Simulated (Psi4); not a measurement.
Psi4 input (wB97X-D/6-31G*):

```
memory 1500 MB

molecule {
-1 1
C     1.47166381   -0.13742564   -0.16023886
C     0.24591742   -0.00505859   -0.03640495
O    -1.10612656    0.18015862    0.07910224
H    -1.45647492   -0.58636359    0.54704496
symmetry c1
no_reorient
no_com
}

set {
  basis 6-31G*
  reference rks
  scf_type pk
  dft_radial_points 99
  dft_spherical_points 590
  e_convergence 1e-8
  d_convergence 1e-7
  maxiter 150
}

e = energy('wb97x-d')
print_out(f'\nFINAL {e:.10f} DIPOLE {variable("CURRENT DIPOLE")[0]:.6f} {variable("CURRENT DIPOLE")[1]:.6f} {variable("CURRENT DIPOLE")[2]:.6f}\n')
```

Output:

```
   => Loading Basis Set <=

    Name: 6-31G*
    Role: ORBITAL
    Keyword: BASIS
    atoms 1-2 entry C          line   111 file 6-31gs.gbs
    atoms 3   entry O          line   145 file 6-31gs.gbs
    atoms 4   entry H          line    44 file 6-31gs.gbs

   => WB97X-D: Empirical Dispersion <=

    Chai and Head-Gordon Dispersion Correction
    Chai, J.-D.; Head-Gordon, M. (2010), J. Chem. Phys., 132: 6615-6620

        s6 =       1.000000

         ---------------------------------------------------------
                                   SCF
               by Justin Turney, Rob Parrish, Andy Simmonett
                          and Daniel G. A. Smith
                              RKS Reference
         ---------------------------------------------------------

  ==> Geometry <==

    Molecular point group: c1
    Full point group: C1

    Geometry (in Angstrom), charge = -1, multiplicity = 1:

       Center              X                  Y                   Z               Mass
    ------------   -----------------  -----------------  -----------------  -----------------
         C            1.471663810000    -0.137425640000    -0.160238860000    12.000000000000
         C            0.245917420000    -0.005058590000    -0.036404950000    12.000000000000
         O           -1.106126560000     0.180158620000     0.079102240000    15.994914619570
         H           -1.456474920000    -0.586363590000     0.547044960000     1.007825032230

  Running in c1 symmetry.

  Rotational constants: A =     21.01694  B =      0.34098  C =      0.33553 [cm^-1]
  Rotational constants: A = 630071.98598  B =  10222.19250  C =  10058.99686 [MHz]
  Nuclear repulsion =   50.772625865444255

  Charge       = -1
  Multiplicity = 1
  Electrons    = 22
  Nalpha       = 11
  Nbeta        = 11

  ==> Algorithm <==

  SCF Algorithm Type is PK.
  DIIS enabled.
  MOM disabled.
  Fractional occupation disabled.
  Guess Type is SAD.
  Energy threshold   = 1.00e-08
  Density threshold  = 1.00e-07
  Integral threshold = 1.00e-12

  ==> Primary Basis <==

  Basis Set: 6-31G*
    Blend: 6-31G*
    Number of shells: 20
    Number of basis functions: 47
    Number of Cartesian functions: 47
    Spherical Harmonics?: false
    Max angular momentum: 2

  ==> DFT Potential <==

   => LibXC <=

    Version 7.1.2
    S. Lehtola, C. Steigemann, M. J. T. Oliveira, and M. A. L. Marques,  SoftwareX 7, 1–5 (2018) (10.1016/j.softx.2017.11.002)

   => Composite Functional: WB97X-D <=

    wB97X-D Hyb-GGA Exchange-Correlation Functional

    J.-D. Chai and M. Head-Gordon,  Phys. Chem. Chem. Phys. 10, 6615–6620 (2008) (10.1039/B810189B)

    Deriv               =              1
    GGA                 =           TRUE
    Meta                =          FALSE

    Exchange Hybrid     =           TRUE
    MP2 Hybrid          =          FALSE

   => Exchange-Correlation Functionals <=

    1.0000   wB97X-D range-separated functional

   => Exact (HF) Exchange <=

    0.7780            HF,LR [omega = 0.2000]
    0.2220               HF

   => LibXC Density Thresholds  <==

    XC_HYB_GGA_XC_WB97X_D:  1.00E-14

   => Molecular Quadrature <=

    Radial Scheme          =       TREUTLER
    Pruning Scheme         =           NONE
    Nuclear Scheme         =       TREUTLER

    Blocking Scheme        =         OCTREE
    BS radius alpha        =              1
    Pruning alpha          =              1
    Radial Points          =             99
    Spherical Points       =            590
    Total Points           =         220431
    Total Blocks           =           1648
    Max Points             =            256
    Max Functions          =             47
    Weights Tolerance      =       1.00E-15

  ==> Integral Setup <==

  Using in-core PK algorithm.
   Calculation information:
      Number of atoms:                   4
      Number of AO shells:              20
      Number of primitives:             49
      Number of atomic orbitals:        47
      Number of basis functions:        47

      Integral cutoff                 1.00e-12
      Number of threads:                 1

  Performing in-core PK
  Using 1910268 doubles for integral storage.
  We computed 21899 shell quartets total.
  Whereas there are 22155 unique shell quartets.

  Computing range-separated integrals for PK
  We computed 21899 wK shell quartets total.
  Whereas there are 22155 wK unique shell quartets.

  ==> DiskJK: Disk-Based J/K Matrices <==

    J tasked:                  Yes
    K tasked:                  Yes
    wK tasked:                 Yes
    Omega:               2.000E-01
    Schwarz Cutoff:          1E-12


  Cached 100.0% of DFT collocation blocks in 0.277 [GiB].

  Minimum eigenvalue in the overlap matrix is 1.7406653259E-03.
  Reciprocal condition number of the overlap matrix is 2.9952437783E-04.
    Using symmetric orthogonalization.

  ==> Pre-Iterations <==

  SCF Guess: Superposition of Atomic Densities via on-the-fly atomic UHF (no occupation information).

   -------------------------
    Irrep   Nso     Nmo
   -------------------------
     A         47      47
   -------------------------
    Total      47      47
   -------------------------

  ==> Iterations <==

                        Total Energy        Delta E     RMS |[F,P]|

   @RKS iter SAD:  -151.01290021003507   -1.51013e+02   0.00000e+00
   @RKS iter   1:  -151.61336922111556   -6.00469e-01   1.34493e-02 ADIIS/DIIS
   @RKS iter   2:  -151.69299923774400   -7.96300e-02   1.09384e-02 ADIIS/DIIS
   @RKS iter   3:  -151.81856471187214   -1.25565e-01   3.08139e-03 ADIIS/DIIS
   @RKS iter   4:  -151.82852603396833   -9.96132e-03   5.73642e-04 ADIIS/DIIS
   @RKS iter   5:  -151.82882434039868   -2.98306e-04   2.51176e-04 ADIIS/DIIS
   @RKS iter   6:  -151.82888023428848   -5.58939e-05   3.77587e-05 DIIS
   @RKS iter   7:  -151.82888407747799   -3.84319e-06   8.50542e-06 DIIS
   @RKS iter   8:  -151.82888447290046   -3.95422e-07   1.77890e-06 DIIS
   @RKS iter   9:  -151.82888449018648   -1.72860e-08   4.73195e-07 DIIS
   @RKS iter  10:  -151.82888449127739   -1.09091e-09   1.16019e-07 DIIS
   @RKS iter  11:  -151.82888449137016   -9.27685e-11   3.06150e-08 DIIS
  Energy and wave function converged.

  ==> Post-Iterations <==

   Electrons on quadrature grid:
      Ntotal   =   21.9999999796 ; deviation = -2.036e-08

    Orbital Energies [Eh]
    ---------------------

    Doubly Occupied:

       1A    -19.097556     2A    -10.033721     3A     -9.965343
       4A     -0.937510     5A     -0.527910     6A     -0.429021
       7A     -0.305783     8A     -0.246903     9A     -0.052714
      10A     -0.048223    11A     -0.030072

    Virtual:

      12A      0.333993    13A      0.446322    14A      0.461663
      15A      0.513043    16A      0.733204    17A      0.889861
      18A      0.902650    19A      0.918133    20A      1.007117
      21A      1.039100    22A      1.046673    23A      1.076276
      24A      1.184898    25A      1.263474    26A      1.319037
      27A      1.399739    28A      1.568115    29A      1.765063
      30A      1.785049    31A      1.874373    32A      1.929112
      33A      2.002344    34A      2.064516    35A      2.304351
      36A      2.331121    37A      2.348557    38A      2.364684
      39A      2.642756    40A      2.736713    41A      3.019721
      42A      3.141561    43A      3.151920    44A      3.565323
      45A      4.328083    46A      4.491965    47A      4.978923

    Final Occupation by Irrep:
              A
    DOCC [    11 ]
    NA   [    11 ]
    NB   [    11 ]

  @RKS Final Energy:  -151.82888449137016

   => Energetics <=

    Nuclear Repulsion Energy =             50.7726258654442546
    One-Electron Energy =                -312.4472711287921243
    Two-Electron Energy =                 123.6726743716974255
    DFT Exchange-Correlation Energy =     -13.8266254531453079
    Empirical Dispersion Energy =          -0.0002881465743811
    VV10 Nonlocal Energy =                  0.0000000000000000
    Total Energy =                       -151.8288844913701325

Computation Completed

Properties will be evaluated at   0.000000,   0.000000,   0.000000 [a0]

Properties computed using the SCF density matrix

 Multipole Moments:

 ------------------------------------------------------------------------------------
     Multipole            Electronic (a.u.)      Nuclear  (a.u.)        Total (a.u.)
 ------------------------------------------------------------------------------------

 L = 1.  Multiply by 2.5417464519 to convert [e a0] to [Debye]
 Dipole X            :         -2.4633739           -0.0000000           -2.4633739
 Dipole Y            :         -0.3089043           -0.0000000           -0.3089043
 Dipole Z            :          0.5580360            0.0000000            0.5580361
 Magnitude           :                                                    2.5446094

 ------------------------------------------------------------------------------------

FINAL -151.8288844914 DIPOLE -2.463374 -0.308904 0.558036

*** Psi4 exiting successfully. Buy a developer a beer!
```

The dipole moment of an ion depends on the origin.

The geometry given is a B3LYP-D3(BJ)/def2-TZVP minimum.
